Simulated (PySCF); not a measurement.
C4H6BF, SMILES C#CB(C)CF.

Geometry optimised at PBE0-D3(BJ)/def2-SVP. This is a generated structure with no PubChem entry under its InChIKey; it may be hypothetical. One conformer was computed; it need not be the lowest.

Method: r2SCAN/def2-TZVP run with PySCF.

Isolated molecule, no solvent.

### Question
Estimate the frontier levels, gap, dipole moment and polarisability. (An estimate is asked for; the answer gives what the named calculation found.)

### Answer

```
Property                                                                                                       Result
---------------------------------------------------------------------------------------------  ----------------------
highest occupied level                                                                                       -6.86 eV
lowest empty level                                                                                           -2.41 eV
orbital gap                                                                                                   4.45 eV
dipole moment                                                                                                  1.75 D
quadrupole, principal values (traceless, Buckingham form, about the centre of nuclear charge)  -8.86, -1.06, 9.92 D·Å
mean static polarisability                                                                       61.6 bohr³ (9.12 Å³)
polarisability, principal values                                                               43.7, 56.1, 84.9 bohr³
```
